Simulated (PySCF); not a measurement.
silanone (H2OSi), SMILES O=[SiH2]. Atoms are numbered in the order given.

```xyz
4

Si     0.0000     0.0000     0.4357
O      0.0000     0.0000    -1.0792
H      0.0000    -1.2263     1.2671
H      0.0000     1.2263     1.2671
```

Coordinates come from a ωB97X-D3(BJ)/def2-TZVP optimisation.

Computed with TDA-CAM-B3LYP/def2-TZVPD (PySCF).

Vertical excitations.  State labels are in the subgroup C2v.

```
state  symmetry  energy (eV)  λ (nm)      f                              main pairs
-----  --------  -----------  ------  -----  --------------------------------------
S1           A2         4.22     293  0.000                          HOMO→LUMO 98 %
S2           B1         6.17     201  0.001                        HOMO−2→LUMO 98 %
S3           A1         6.35     195  0.057                        HOMO−1→LUMO 84 %
S4           B2         6.48     191  0.051                        HOMO→LUMO+1 95 %
S5           A2         7.31     170  0.000                        HOMO−3→LUMO 98 %
S6           B1         7.47     166  0.097                      HOMO−1→LUMO+1 95 %
S7           B2         7.65     162  0.022      HOMO→LUMO+2 72 %, HOMO→LUMO+3 26 %
S8           B2         8.15     152  0.000      HOMO→LUMO+3 69 %, HOMO→LUMO+2 26 %
S9           B1         8.49     146  0.011  HOMO−1→LUMO+2 65 %, HOMO−1→LUMO+3 33 %
S10          A1         8.60     144  0.193                      HOMO−2→LUMO+1 77 %
T1           A2         3.85     322      0                          HOMO→LUMO 97 %
T2           A1         4.25     292      0                        HOMO−1→LUMO 95 %
T3           B1         5.60     221      0                        HOMO−2→LUMO 95 %
T4           B2         5.92     209      0                        HOMO→LUMO+1 93 %
```
Triplets are in the Tamm–Dancoff approximation.
